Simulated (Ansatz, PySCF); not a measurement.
Noncovalent pair: SiH4 (SMILES [SiH4]) (first 5 atoms) with SiH4 (SMILES [SiH4]); geometry from B3LYP-D3(BJ)/def2-TZVP.
(charge 0, multiplicity 1):
```
atom    x (Å)    y (Å)    z (Å)
----  -------  -------  -------
Si     0.0175  -0.1676  -0.1015
H      1.0688   0.8735  -0.0874
H     -1.0763   0.2254   0.8156
H      0.5898  -1.4580   0.3420
H     -0.5213  -0.3092  -1.4734
Si    -0.0174   0.1668   3.9022
H     -0.8237  -1.0496   3.6592
H      1.1179   0.2008   2.9526
H      0.5040   0.1475   5.2879
H     -0.8582   1.3685   3.7061
```

Interaction energies are E(AB) − E(A) − E(B) at the monomers' geometry in the complex; basis-set methods are counterpoise corrected. Rows marked so take none.

Rows in 3-21G carry no dispersion term and start afresh at each structure.

The values were computed with Ansatz (a quantum-chemistry and plane-wave program); PySCF for 3-21G rows, the dispersion terms. Each number belongs to the level named beside it.

**Question.** One of these levels gives 44.4 meV for the interaction energy. Name it.
(A) revPBE/def2-TZVPPD
(B) SVWN5/def2-TZVPPD
(C) r2SCAN-D3(BJ)/def2-TZVPPD
(D) B3LYP/3-21G (no counterpoise)

**Answer.** A, revPBE/def2-TZVPPD. The others give -85.3 (SVWN5/def2-TZVPPD), -41.8 (r2SCAN-D3(BJ)/def2-TZVPPD), -13.6 (B3LYP/3-21G (no counterpoise))
